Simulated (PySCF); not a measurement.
# Indirect couplings

Molfile (atoms numbered from 1):
```
C7H4FN
     RDKit          3D

 13 13  0  0  0  0  0  0  0  0999 V2000
    3.5274   -0.7379   -0.4670 N   0  0  0  0  0  0  0  0  0  0  0  0
    2.4152   -0.5053   -0.3188 C   0  0  0  0  0  0  0  0  0  0  0  0
    1.0417   -0.2179   -0.1375 C   0  0  0  0  0  0  0  0  0  0  0  0
    0.1251   -1.2631   -0.0119 C   0  0  0  0  0  0  0  0  0  0  0  0
   -1.2158   -0.9847    0.1630 C   0  0  0  0  0  0  0  0  0  0  0  0
   -1.6218    0.3391    0.2099 C   0  0  0  0  0  0  0  0  0  0  0  0
   -2.9272    0.6124    0.3785 F   0  0  0  0  0  0  0  0  0  0  0  0
   -0.7286    1.3912    0.0889 C   0  0  0  0  0  0  0  0  0  0  0  0
    0.6117    1.1090   -0.0849 C   0  0  0  0  0  0  0  0  0  0  0  0
    0.4696   -2.2853   -0.0525 H   0  0  0  0  0  0  0  0  0  0  0  0
   -1.9446   -1.7733    0.2633 H   0  0  0  0  0  0  0  0  0  0  0  0
   -1.0872    2.4075    0.1324 H   0  0  0  0  0  0  0  0  0  0  0  0
    1.3303    1.9087   -0.1811 H   0  0  0  0  0  0  0  0  0  0  0  0
  1  2  3  0
  2  3  1  0
  3  4  1  0
  4  5  2  0
  5  6  1  0
  6  7  1  0
  6  8  2  0
  8  9  1  0
  9  3  2  0
  4 10  1  0
  5 11  1  0
  8 12  1  0
  9 13  1  0
M  END
```

Couplings: B3LYP/pcJ-1 (spin–dipole term only in couplings to heteroatoms) in PySCF, geometry GFN2-xTB; gas phase, one conformer, non-relativistic. Couplings are averaged over pairs made equivalent by symmetry, fast rotation or ring inversion, so a value needn't be that of the named pair in this geometry, while other rotamers aren't included; one pair stands for each set, and the list holds those of at least 1.5 Hz over up to four bonds, among pairs with at least one F or H atom (others weren't computed). One-bond C–F couplings come out tens of Hz too large with common functionals.

Isotopes: ¹³C, ¹⁹F, ¹H.

```tsv
pair	bonds	J (Hz)
C4, H10	1	?
C5, H11	1	171.7
C6, F7	1	-323.7
C5, F7	2	?
C6, H11	2	-4.8
C2, H10	3	5.9
C3, H11	3	?
C4, F7	3	6.5
C4, H13	3	?
C5, H12	3	?
C6, H10	3	11.2
F7, H11	3	8.5
H10, H11	3	9.8
C3, F7	4	6.4
F7, H10	4	4.8
H10, H13	4	1.8
H11, H12	4	2.4
```

Estimate the withheld couplings, with signs.

Results:


- ¹J(C4,H10) = 173.6 Hz (bond length 1.079 Å, sp2 carbon)
- ²J(C5,F7) = 18.9 Hz (angle at C6 119°)
- ³J(C3,H11) = 9.0 Hz (dihedral angle 180°)
- ³J(C4,H13) = 7.6 Hz (dihedral angle 180°)
- ³J(C5,H12) = 4.3 Hz (dihedral angle 180°)
